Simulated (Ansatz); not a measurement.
Geometry optimisation, RKS r2SCAN/6-31G* in Ansatz 0.2.0.

The input (input.yaml):

```yaml
crystal:
  periodic: [false, false, false]
  atoms:
    - { symbol: Si, position_ang: [-0.410951, -0.736455, -1.116778] }
    - { symbol: O, position_ang: [-0.397226, -1.288721, 0.521738] }
    - { symbol: H, position_ang: [-1.491839, 0.230341, -1.421495] }
    - { symbol: H, position_ang: [-0.654034, -1.995057, -1.887905] }
    - { symbol: "N", position_ang: [1.064918, 0.032052, -1.528548] }
    - { symbol: H, position_ang: [-0.143138, 1.387357, 1.653673] }
    - { symbol: "N", position_ang: [-0.416196, 1.7807, 0.755079] }
    - { symbol: H, position_ang: [0.45342, -0.473581, 2.448219] }
    - { symbol: F, position_ang: [0.642991, 0.046476, 3.180303] }
    - { symbol: H, position_ang: [-0.620351, -2.230761, 0.542206] }
    - { symbol: H, position_ang: [1.926665, -0.486785, -1.642508] }
    - { symbol: H, position_ang: [1.056968, 0.876426, -2.085041] }
    - { symbol: H, position_ang: [-1.303059, 1.362138, 0.496878] }
    - { symbol: H, position_ang: [0.291832, 1.49587, 0.08418] }
basis:
  gaussian: { orbitals: "6-31G*" }
hamiltonian:
  xc: r2scan
relax:
  f_tol: 0.03
  max_steps: 50
```

Command:

```bash
$ ansatz run input.yaml --threads 2 --pin off --max-ram 3072MiB --backend cpu --events-out ev --progress --plain --runs-dir out
```

Q: Where does it end, and by what steps?

A: The run converged. The force dipped under the threshold on the way, but the program's further checks kept it going. After 47 steps the energy has fallen by 0.454 eV; H12 moved furthest, 1.91 Å.

```
step  energy less start (eV)  largest force component (eV/Å)  accepted
   0                  0.0000                           1.228       yes
   2                 -0.2675                           0.421       yes
   4                 -0.3305                           0.434       yes
   6                 -0.3416                           0.352       yes
   8                 -0.3471                           0.040       yes
  10                 -0.3482                           0.072       yes
  12                 -0.3492                           0.148       yes
  14                 -0.3511                           0.267       yes
  16                 -0.3551                           0.347       yes
  18                 -0.3643                           0.386       yes
  20                 -0.3989                           0.096       yes
  22                 -0.4183                           0.267       yes
  24                 -0.4265                           0.066       yes
  26                 -0.4309                           0.229       yes
  28                 -0.4383                           0.183       yes
  30                 -0.4448                           0.039       yes
  32                 -0.4463                           0.112       yes
  34                 -0.4471                           0.026       yes
  36                 -0.4476                           0.228        no
  38                 -0.4493                           0.120       yes
  40                 -0.4504                           0.219       yes
  42                 -0.4521                           0.069       yes
  44                 -0.4532                           0.082       yes
  46                 -0.4541                           0.023       yes
  47                 -0.4543                           0.020       yes
```

```xyz
14
Properties=species:S:1:pos:R:3
Si -0.455 -0.948 -0.938
O -0.587 -1.821 0.521
H -1.594 -0.017 -0.821
H -0.591 -1.881 -2.089
N 1.050 -0.151 -1.119
H -0.037 1.692 1.291
N -0.425 2.438 0.713
H 0.206 -0.817 1.585
F 0.812 -0.139 1.905
H -0.098 -2.658 0.526
H 1.772 -0.557 -1.703
H 1.442 0.314 -0.305
H -1.427 2.264 0.663
H -0.069 2.281 -0.229
```

The run took 2.2 min on 2 threads of Intel(R) Xeon(R) 6975P-C (Granite Rapids) (shared host), peak memory 0.2 GiB.
